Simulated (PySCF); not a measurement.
## Ionisation energy of O⁺ by level of theory

O⁺ [He] 2s2 2p3 (4S) → O²⁺ [He] 2s2 2p2 (3P), as a difference of total energies. Computed with PySCF 2.14 in aug-cc-pCVTZ-DK, with the spin-free X2C one-electron Hamiltonian (Gaussian nucleus). Correlated levels: valence: 1s2 frozen. The calculations carry no spin-orbit coupling.

```
           method  ionisation energy (eV)  plus first-order spin-orbit estimate  error of that sum (eV)
              UHF                  34.550                                34.523                  -0.598
    MP2 (valence)                  35.187                                35.161                  +0.040
SCS-MP2 (valence)                  34.926                                34.899                  -0.222
   CCSD (valence)                  35.008                                34.981                  -0.140
CCSD(T) (valence)                  35.018                                34.991                  -0.130
```

Reference: 35.121 eV (measured; NIST Atomic Spectra Database, ionization energies).

A first-order spin-orbit estimate (lowest level to lowest level, LS coupling) adds -0.027 eV.

Errors of the correlated levels include the incompleteness of this basis and the frozen core.
